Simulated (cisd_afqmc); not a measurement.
Input (X2C-AFQMC/CISD/cc-pwCVTZ-DK; cisd_afqmc is a phaseless AFQMC code with CISD trial states that reads the integrals written by Ansatz): The .json basis holds the Basis Set Exchange's core-valence set for the 3d metal and cc-pVXZ-DK of the same size for its partners.

Ansatz 0.2 input:
```python
import cisd_afqmc

open("ham.yaml", "w").write("""\
crystal:
  periodic: [false, false, false]
  atoms:
    - {symbol: Zn, position_ang: [-0.00000000, -0.00000000, -0.72285354]}
    - {symbol: S, position_ang: [0.00000000, 0.00000000, 1.35535039]}
basis:
  gaussian:
    orbitals: cc-pwCVTZ-DK.json
magnetization: {spin_polarized: false}
correlation: {method: ccsd, frozen_orbitals: {S: 5, Zn: 5}, hamiltonian_folder: ham}
""")
rep = cisd_afqmc.ansatz("ham.yaml")
e_ccsd = rep["correlation"]["coupled_cluster"]["energy"]["hartree"]
out = cisd_afqmc.run("ham", e_ccsd, trial="CISD", walkers=100, populations=8, threads=8, dt=0.005, steps=40, early=36, settle=10, least=32,
    cut=5e-5, rank_cut=2e-4, target=0.0006, seconds=3000, seed=4, memory=12960, gpu=False)
```

Output:

```
orbitals 126, occupied [13], factors 730 of 839, rank of the doubles 679 of 1469
E(HF) = -2192.856407
E(CCSD) on the cut factors = -2193.949255, shift to the whole factors -0.000010
Energy of the trial state on the determinant = -2193.949201
  tau behind 10.8 of longer steps, mean of the populations' last blocks
   2.0  -2193.98536
   4.0  -2193.98295
   6.0  -2193.98895
   8.0  -2193.98652
  10.0  -2193.98343
  12.0  -2193.98317
  14.0  -2193.98605
  16.0  -2193.98468
  18.0  -2193.98792
  20.0  -2193.98295
  22.0  -2193.98109
  24.0  -2193.98387
  26.0  -2193.98505
  28.0  -2193.98634
  30.0  -2193.98451
  32.0  -2193.98434
  34.0  -2193.98724
  36.0  -2193.98399
blocks 1466 (0 outliers left out), error by blocks joined: 1: 0.00049, 2: 0.00052, 4: 0.00054, 8: 0.00060, 16: 0.00059
E(AFQMC/CISD) = -2193.98482 +/- 0.00060
```

 In a CCSD(T) run of this state the restricted determinant is unstable towards broken spin symmetry.
